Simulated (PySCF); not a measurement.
Cd(tBu)(OSiH3), SMILES [O]([SiH3])[Cd][C](C)(C)C, GFN2-xTB optimised geometry.

```
19

Cd    -2.26    -0.12    -2.66
C     -1.13     0.80    -4.31
C     -0.20     1.80    -3.63
C     -0.32    -0.34    -4.90
C     -1.97     1.49    -5.38
H      0.51     2.21    -4.35
H      0.36     1.32    -2.83
H     -0.76     2.64    -3.20
H      0.24    -0.87    -4.12
H     -0.96    -1.06    -5.42
H      0.41     0.04    -5.62
H     -2.65     0.78    -5.87
H     -2.56     2.30    -4.97
H     -1.31     1.90    -6.15
O     -1.01    -1.09    -1.29
Si    -0.46    -0.36     0.00
H      1.01    -0.36     0.00
H     -0.96    -0.98     1.24
H     -0.91     1.09     0.00
```

Density from PySCF with CAM-B3LYP/def2-SVP, def2 effective core potentials past Kr at that geometry. The core electrons that the potentials of Cd replace are not part of the density.

Minimum of the electron density along straight lines between bonded atoms, close to the bond critical point (lines longer than 1.1 times the sum of covalent radii, or with two minima, are not listed):

| bond | length / Å | ρ at the minimum / e bohr⁻³ | ∇²ρ there / e bohr⁻⁵ | position (fraction from the first atom) |
|---|---|---|---|---|
| Cd1–C2 | 2.199 | 0.086 | 0.14 | 0.52 |
| C2–C3 | 1.525 | 0.247 | -0.57 | 0.50 |
| C2–C4 | 1.526 | 0.246 | -0.57 | 0.50 |
| C2–C5 | 1.525 | 0.247 | -0.57 | 0.50 |
| C3–H6 | 1.094 | 0.272 | -0.99 | 0.63 |
| C3–H7 | 1.094 | 0.275 | -1.01 | 0.63 |
| C3–H8 | 1.094 | 0.274 | -1.00 | 0.63 |
| C4–H9 | 1.095 | 0.275 | -1.01 | 0.63 |
| C4–H10 | 1.094 | 0.274 | -1.00 | 0.63 |
| C4–H11 | 1.093 | 0.272 | -0.99 | 0.63 |
| C5–H12 | 1.089 | 0.276 | -1.02 | 0.63 |
| C5–H13 | 1.090 | 0.276 | -1.02 | 0.63 |
| C5–H14 | 1.094 | 0.273 | -0.99 | 0.63 |
| Cd1–O15 | 2.095 | 0.082 | (withheld) | 0.52 |
| O15–Si16 | 1.581 | 0.146 | 1.29 | 0.59 |
| Si16–H17 | 1.473 | 0.116 | 0.32 | 0.49 |
| Si16–H18 | 1.471 | 0.116 | 0.33 | 0.49 |
| Si16–H19 | 1.513 | (withheld) | 0.28 | 0.48 |

Q: What belongs in the gaps?

A: 
- Cd1–O15, ∇²ρ there / e bohr⁻⁵: 0.45
- Si16–H19, ρ at the minimum / e bohr⁻³: 0.108
